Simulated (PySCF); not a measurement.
C3H5BF2O, SMILES CB(O)/C(F)=C\F.

Geometry: PBE0-D3(BJ)/def2-SVP. The structure was generated by enumeration; whether it is a known compound was not checked. Other conformers were not sampled.

All values below come from B3LYP/def2-TZVP (PySCF).

Gas-phase values at a fixed geometry.

Computed frontier levels, gap, dipole moment and polarisability:
* **highest occupied level**: -7.15 eV
* **lowest empty level**: -1.24 eV
* **orbital gap**: 5.91 eV
* **dipole moment**: 1.75 D
* **quadrupole, principal values (traceless, Buckingham form, about the centre of nuclear charge)**: -11.56, -1.08, 12.64 D·Å
* **mean static polarisability**: 54.9 bohr³ (8.13 Å³)
* **polarisability, principal values**: 38.4, 55.1, 71.1 bohr³
